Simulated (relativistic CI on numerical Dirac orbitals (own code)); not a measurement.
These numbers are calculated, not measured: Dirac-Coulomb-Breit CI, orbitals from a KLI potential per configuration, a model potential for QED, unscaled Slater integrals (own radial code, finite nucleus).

The strongest absorption lines from the ground level of an ion, among the configurations computed and to levels below about 2050 eV (vacuum wavelength in Å, gf): 6.6032 (0.33), 6.6383 (0.7), 6.6526 (0.19), 6.7509 (0.6), 6.7594 (0.24), 6.7841 (0.33), 27.359 (1.6), 28.995 (0.58).

(1) Which ion is it?
A. Yb44+
B. Pt52+
C. W48+
D. Dy40+

Answers

(1) C. W48+ has 26 electrons and the ground level 3s2 3p6 3d8 3F_4; the strongest line goes to 3s2 3p5 3d9 3D°_3. The pattern of lines fixes the number of electrons, and along that sequence the line energies rise steadily with the charge (about as its square where n changes within one kind of shell, about linearly where n is kept but much faster in heavy ions where fine structure, which grows about as Z⁴, sets the gap, and irregularly where shells cross), which fixes Z. Configurations outside the model, such as inner-shell arrays, can give stronger lines. At this charge energies of transitions that change n are usually good to better than 1 %, and those within a shell (Δn = 0) to a few per cent.

LS names give the leading component of a level, which can be under half, so a name can repeat, a term be missing and a line seem to break the LS rules.
